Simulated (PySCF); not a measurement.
**Electronic structure of Mn⁺ (manganese, charge +1) at the UHF level**

Configuration: [Ar] 3d4 4s1 4p1, one real determinant (an excited configuration). Computed with PySCF 2.14 in aug-cc-pVTZ (8s7p5d3f2g, 93 functions), with the non-relativistic Hamiltonian (point nucleus).

```
Total energy                                                  : -1149.298182 hartree
One-electron energy                                           : -1570.8097 hartree
Hartree (Coulomb) energy                                      : 472.0902 hartree
Exchange energy                                               : -50.5787 hartree
Kinetic energy                                                : 1149.45558 hartree
⟨S²⟩                                                          : 12.0015
⟨L²⟩                                                          : 7.972
Sum of ⟨r⟩                                                    : 19.31 bohr
Sum of ⟨r²⟩                                                   : 33.15 bohr²
Traceless quadrupole moment −½Σ⟨3z² − r²⟩ along its main axis : -4.57 e·bohr²
Density at the nucleus (Gaussians lack the cusp)              : 10500 bohr⁻³
Spin density at the nucleus                                   : 5.46 bohr⁻³
Langevin diamagnetic susceptibility                           : -26.3 ×10⁻⁶ cm³/mol
```

```json
{"shell": "1s α", "electrons": "1", "mean orbital energy (eV)": "-6562.0", "spread (eV)": "0", "rms radius, mean of both spins (bohr)": "0.0713"}
{"shell": "1s β", "electrons": "1", "mean orbital energy (eV)": "-6561.8", "spread (eV)": "0", "rms radius, mean of both spins (bohr)": "0.0713"}
{"shell": "2s α", "electrons": "1", "mean orbital energy (eV)": "-811.48", "spread (eV)": "0", "rms radius, mean of both spins (bohr)": "0.305"}
{"shell": "2s β", "electrons": "1", "mean orbital energy (eV)": "-807.95", "spread (eV)": "0", "rms radius, mean of both spins (bohr)": "0.305"}
{"shell": "2p α", "electrons": "3", "mean orbital energy (eV)": "-694.41", "spread (eV)": "0.027", "rms radius, mean of both spins (bohr)": "0.274"}
{"shell": "2p β", "electrons": "3", "mean orbital energy (eV)": "-690.99", "spread (eV)": "0.802", "rms radius, mean of both spins (bohr)": "0.274"}
{"shell": "3s α", "electrons": "1", "mean orbital energy (eV)": "-125.17", "spread (eV)": "0", "rms radius, mean of both spins (bohr)": "0.913"}
{"shell": "3s β", "electrons": "1", "mean orbital energy (eV)": "-115.07", "spread (eV)": "0", "rms radius, mean of both spins (bohr)": "0.913"}
{"shell": "3p α", "electrons": "3", "mean orbital energy (eV)": "-89.252", "spread (eV)": "1.292", "rms radius, mean of both spins (bohr)": "0.972"}
{"shell": "3p β", "electrons": "3", "mean orbital energy (eV)": "-77.356", "spread (eV)": "1.724", "rms radius, mean of both spins (bohr)": "0.972"}
{"shell": "3d α", "electrons": "4", "mean orbital energy (eV)": "-33.254", "spread (eV)": "1.251", "rms radius, mean of both spins (bohr)": "1.17"}
{"shell": "4s α", "electrons": "1", "mean orbital energy (eV)": "-18.601", "spread (eV)": "0", "rms radius, mean of both spins (bohr)": "2.85"}
{"shell": "4p α", "electrons": "1", "mean orbital energy (eV)": "-12.942", "spread (eV)": "0", "rms radius, mean of both spins (bohr)": "3.40"}
```

⟨L²⟩ = 7.97 against 12 for a pure F term, so this real determinant mixes terms.

Spin-orbit constants ζ (cm⁻¹) from the X2C one-electron operator on these orbitals (non-relativistic here): bare nucleus, nucleus screened by l(l+1)(2l+1)/3 electrons, and screened by the Breit-Pauli mean field of the electrons.

```
shell   bare  screened nucleus  mean field
   2p  57210             52630       50490
   3p   6965              6407        6104
   3d  680.9             408.6       367.9
   4p  439.5             404.4       382.1
```

To first order the Landé constant is A = 62.11 cm⁻¹, so the lowest level has J = 0 and lies 0.0924 eV below the centre of the term. This holds in LS coupling only.
